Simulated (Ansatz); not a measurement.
Consider the formal loss of a carbene: `F[CH2][AlH][F]` → `[F][AlH][F]` + `[CH2]` (triplet).

Program: Ansatz. Geometries: PBE0-D4/def2-TZVP. ΔE: electronic, gas phase. CCSD(T)/CBS is the MP2 limit (def2-TZVPP, def2-QZVPP) plus CCSD(T) − MP2 in def2-TZVPP, frozen cores. This one scheme is used for every species. DFT in def2-TZVPP. B3LYP here is the variant with VWN-RPA as its local correlation; programs differ in this. HSE06 is defined as in plane-wave codes. Triplets are unrestricted, without spin–orbit coupling. Each species was taken in one conformer, which may not be the lowest.

Problem. Is it downhill or uphill in electronic energy at CCSD(T)/CBS, and by how much? (An estimate is asked.)

Solution. The calculation gave: Uphill: ΔE = +1.68 eV.

Problem. What do these levels give: BLYP-D4, r2SCAN-D4, B3LYP-D4, HSE06-D4, CAM-B3LYP-D4, revPBE, BLYP, B3LYP, HSE06, CAM-B3LYP, CCSD/def2-SVP, MP2/def2-TZVPP? (Estimate.)

Solution. Ansatz gave: BLYP-D4 1.81, r2SCAN-D4 1.55, B3LYP-D4 1.75, HSE06-D4 1.83, CAM-B3LYP-D4 1.77, revPBE 1.71, BLYP 1.71, B3LYP 1.68, HSE06 1.80, CAM-B3LYP 1.73, CCSD/def2-SVP 1.46, MP2/def2-TZVPP 1.59 eV.

Largest T1 diagnostic among the species: 0.013.

From BLYP to BHLYP (50 % exact exchange), in def2-TZVPP and without D4, ΔE moves by −0.21 eV. The D4 term adds +0.07 eV with B3LYP and +0.04 eV with PBE0; it sums over pairs of atoms, weighted by their polarisabilities, and B3LYP, whose exchange is more repulsive, gets the larger term.
